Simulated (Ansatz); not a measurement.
## A relaxation, step by step

SiN2H10O, closed shell, PBE0-D4/def2-TZVP (Ansatz 0.2.0). Settings:

```yaml
hamiltonian: {xc: pbe0, dispersion: d4}
relax: {f_tol: 0.005, max_steps: 200}
```

Start, a step off a saddle point along its unstable mode:

```csv
atom,x (Å),y (Å),z (Å)
Si1,0.1588,1.0704,0.0478
H2,-0.8565,0.2285,1.0646
H3,1.1183,1.7661,-0.9788
H4,-0.7941,2.1808,0.2068
N5,1.4463,0.4656,1.0107
H6,-0.6723,-0.9670,-0.8682
N7,-0.4558,-0.1601,-1.3030
H8,-0.9514,-1.1203,0.7647
O9,-1.1190,-1.8726,0.3977
H10,2.3840,0.8217,0.9199
H11,1.2301,0.0688,1.9055
H12,-1.3258,0.2245,-1.6918
H13,0.2111,-0.2326,-2.0715
H14,-0.3736,-2.4738,0.5957
```

```csv
step,energy less the last (meV),largest force component (eV/Å)
1,1643.7,9.865
3,536.0,0.430
5 (rejected trial),508.1,1.000
7,456.4,0.383
9,400.5,0.470
11,302.4,0.708
13,147.8,0.367
15,39.0,0.635
17,12.1,0.471
19,5.4,0.278
21,0.7,0.070
23,0.4,0.027
25,0.2,0.016
27,0.1,0.009
29,0.0,0.011
31,0.0,0.006
33,0.0,0.001
```

Step 21, positions (Å) and forces (eV/Å):

| atom | x | y | z | Fx | Fy | Fz |
| --- | --- | --- | --- | --- | --- | --- |
| Si1 | 0.603 | 0.889 | 0.421 | 0.040 | 0.015 | -0.070 |
| H2 | -0.515 | 0.140 | 1.058 | -0.007 | -0.010 | 0.008 |
| H3 | 1.416 | 0.089 | -0.528 | -0.013 | 0.003 | 0.022 |
| H4 | 0.083 | 2.130 | -0.218 | 0.004 | -0.011 | 0.021 |
| N5 | 1.689 | 1.199 | 1.741 | -0.031 | 0.010 | 0.052 |
| H6 | -1.183 | -0.950 | -1.514 | 0.001 | 0.016 | 0.004 |
| N7 | -1.077 | 0.054 | -1.631 | -0.020 | -0.011 | -0.007 |
| H8 | -0.791 | -1.756 | 0.564 | -0.016 | 0.005 | -0.016 |
| O9 | -1.084 | -2.496 | 0.020 | 0.014 | 0.016 | 0.025 |
| H10 | 2.621 | 1.528 | 1.543 | -0.006 | -0.001 | -0.016 |
| H11 | 1.335 | 1.654 | 2.570 | 0.017 | -0.012 | -0.020 |
| H12 | -2.002 | 0.465 | -1.620 | 0.006 | -0.005 | 0.001 |
| H13 | -0.682 | 0.225 | -2.547 | 0.007 | 0.003 | 0.003 |
| H14 | -0.414 | -3.172 | 0.140 | 0.005 | -0.018 | -0.008 |

Last step (33):

```csv
atom,x (Å),y (Å),z (Å)
Si1,0.5910,0.8792,0.4170
H2,-0.5527,0.1659,1.0520
H3,1.3880,0.0447,-0.5135
H4,0.1118,2.1287,-0.2332
N5,1.6732,1.1682,1.7460
H6,-1.1995,-0.9414,-1.5068
N7,-1.0946,0.0610,-1.6366
H8,-0.7943,-1.7215,0.5734
O9,-1.0434,-2.4872,0.0428
H10,2.6151,1.4676,1.5453
H11,1.3300,1.6465,2.5649
H12,-2.0202,0.4715,-1.6385
H13,-0.6900,0.2208,-2.5506
H14,-0.3142,-3.1039,0.1380
```

The run took about 47 s on 8 CPU threads of an Arm Neoverse V1 (shared host).
